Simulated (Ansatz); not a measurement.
Coupled-cluster diagnostics for K₃Na₃, Ansatz.

Geometry of the singlet (r2SCAN/def2-SVP):

```xyz
6

Na   -1.2375    4.0852   -0.6549
Na   -2.9665   -2.5274   -1.8582
Na   -1.9123    0.7115   -1.1199
K     1.5490    1.8052    1.0090
K     0.4433   -2.5387    0.1687
K     4.1239   -1.5358    2.4552
```

Correlated methods freeze 18 core orbitals; core or outer-core shells of Na, K are correlated, in sets that lack core-valence functions. Another isomer (singlet) lies 0.04 eV lower at PBE0/def2-TZVP; other spin states weren't run for this one.

**Question.** Estimate the CCSD(T) correlation energy, the shares of MP2 and (T), T1 and the reference's ⟨S²⟩ for: charge 0, singlet, own geometry in def2-SVP; and the rough time on 4 threads of Intel Xeon on a shared host.

**Answer.** 
```json
{"state": "charge 0, singlet, own geometry", "basis": "def2-SVP", "correlation (eV)": "-6.751", "MP2 share (%)": "83.9", "(T) share (%)": "2.4", "T1": "0.007", "⟨S²⟩ (pure)": "0.00 (0.00)", "wall time": "38 s", "remarks": "restricted SCF unstable"}
```
Customary marks for T1 are 0.02 (closed shells), 0.045 (open shells) and about 0.05 (3d metals). T1 stays under 0.02 throughout.
